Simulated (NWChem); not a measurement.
Species: ZrH₂Br₂; SMILES [Br][ZrH2][Br]

All runs: NWChem. The geometry was optimised at PBE0/def2-SVP. def2 effective core potentials on Zr; no spin-orbit coupling. Level MN15/def2-SVP: energy and gradient on several grids; changes count from the extra-fine grid, which is no exact limit either.

### Question
Which is the coarsest grid (medium; coarse; xfine; fine; xcoarse) from which on the energy stays within 500 μHa and each gradient component within 500 μHa/bohr of xfine?

### Answer
coarse.
```json
[
 {"grid": "xcoarse", "size of the energy change (μHa)": "500", "largest change of a gradient component (μHa/bohr)": "4000"},
 {"grid": "coarse", "size of the energy change (μHa)": "30", "largest change of a gradient component (μHa/bohr)": "300"},
 {"grid": "medium", "size of the energy change (μHa)": "< 10", "largest change of a gradient component (μHa/bohr)": "60"},
 {"grid": "fine", "size of the energy change (μHa)": "< 10", "largest change of a gradient component (μHa/bohr)": "< 30"},
 {"grid": "xfine", "size of the energy change (μHa)": "< 10", "largest change of a gradient component (μHa/bohr)": "< 30"}
]
```
